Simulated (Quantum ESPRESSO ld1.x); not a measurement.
All-electron atom: Be3+ in 1s1. All-electron calculation, non-relativistic Kohn-Sham, LDA (Slater exchange, VWN5 correlation), spin-polarised, spherical densities, point nucleus; open shells are filled with parallel spins first. Program: ld1.x of Quantum ESPRESSO 7.5.

Normalised radial functions P(r) = r R(r), r in bohr:

r	1s down	2s down	2p down
0.02496	0.3322	0.1089	0.0025
0.0333	0.4286	0.1404	0.0044
0.04477	0.5506	0.1801	0.0078
0.06019	0.6966	0.2272	0.0137
0.08028	0.8586	0.2787	0.0234
0.1079	1.0363	0.3331	0.0401
0.1451	1.2065	0.3805	0.0677
0.1935	1.3370	0.4062	0.1102
0.2602	1.3974	0.3913	0.1768
0.3498	1.3464	0.3099	0.2737
0.4666	1.1715	0.1460	0.3996
0.6273	0.8825	-0.1123	0.5533
0.8434	0.5497	-0.4239	0.7019
1.125	0.2713	-0.6892	0.7889
1.512	0.0935	-0.8023	0.7587
2.033	0.0203	-0.6881	0.5888
2.712	0.0025	-0.4285	0.3507
3.646	0.0001	-0.1749	0.1423
4.902	0.0000	-0.0418	0.0350

1s down (empty): eigenvalue -160.18 eV, 0 radial nodes, <r> = 0.413 bohr, 90 % of the charge inside 0.739 bohr. 2s down (empty): eigenvalue -35.295 eV, 1 radial node at r = 0.558 bohr, <r> = 1.76 bohr, 90 % of the charge inside 2.69 bohr. 2p down (empty): eigenvalue -33.292 eV, 0 radial nodes, <r> = 1.54 bohr, 90 % of the charge inside 2.47 bohr.
